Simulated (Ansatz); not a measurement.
Input file for Ansatz (a first-principles code): U-B3LYP/def2-TZVPP on BrHPb (SMILES [Br][PbH]), a point of a bond scan (R = 3.721 Å). Elements past Kr take the def2 small-core potentials; no spin–orbit coupling.

Ansatz 0.2 input:
```yaml
crystal:
  periodic: [false, false, false]
  atoms:
    - {symbol: Pb, position_ang: [-0.44367559, -0.36613799, 0.53135789]}
    - {symbol: H, position_ang: [-2.83827573, -1.56369607, -2.05341307]}
    - {symbol: Br, position_ang: [1.08635354, 0.88537806, -1.22315198]}
basis:
  gaussian:
    orbitals: def2-TZVPP
hamiltonian:
  xc: {name: B3LYP}
magnetization: {spin_polarized: true, initial_magnetization: 0}
```

Question: What total energy does the run end on?

Answer: -2767.6821 hartree. Its determinant has ⟨S²⟩ = 0.77, a mixture of spin states.

Question: How many basis functions does it have, and what does it roughly cost on one machine?

Answer: 112 functions; around 30 core-seconds (rough).
